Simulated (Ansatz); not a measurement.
`O[SiH2]O[Si](F)(Cl)Cl` and `C#C[Si](F)(Cl)Cl` differ in one atom or group.

Ansatz, PBE0-D4/def2-TZVP geometries, multiplicity 1. Each molecule was computed in one conformer, which needn't be the lowest.

```json
{"property": "size of the dipole moment (B3LYP/def2-TZVPP) / D", "`O[SiH2]O[Si](F)(Cl)Cl`": "1.80"}
{"property": "HOMO energy (B3LYP/def2-TZVPP) / eV", "`O[SiH2]O[Si](F)(Cl)Cl`": "-9.05"}
{"property": "HOMO energy (PBE/def2-TZVPP) / eV", "`O[SiH2]O[Si](F)(Cl)Cl`": "-7.80"}
{"property": "LUMO energy (B3LYP/def2-TZVPP) / eV", "`O[SiH2]O[Si](F)(Cl)Cl`": "-0.11"}
{"property": "LUMO energy (PBE0/def2-TZVPP) / eV", "`O[SiH2]O[Si](F)(Cl)Cl`": "0.20"}
{"property": "HOMO energy (PBE0/def2-TZVPP) / eV", "`O[SiH2]O[Si](F)(Cl)Cl`": "-9.27"}
```

(1) What does the change do to each property? (Estimate.)

Results:

(1) Ansatz gave: 
```csv
property,`C#C[Si](F)(Cl)Cl`,shift
size of the dipole moment (B3LYP/def2-TZVPP) / D,2.07,0.27
HOMO energy (B3LYP/def2-TZVPP) / eV,-8.72,0.33
HOMO energy (PBE/def2-TZVPP) / eV,-7.71,0.09
LUMO energy (B3LYP/def2-TZVPP) / eV,-1.15,-1.04
LUMO energy (PBE0/def2-TZVPP) / eV,-0.97,-1.17
HOMO energy (PBE0/def2-TZVPP) / eV,-8.99,0.28
```

With PBE0 the HOMO rises by 0.28 eV and the LUMO falls by 1.17 eV, so the gap narrows by about 1.45 eV. PBE moves the HOMO by 0.09 eV and ωB97M-V by 0.32 eV. Dipoles are sizes alone; their direction can turn.

B3LYP here is the variant with VWN-RPA as its local correlation; programs differ in this.
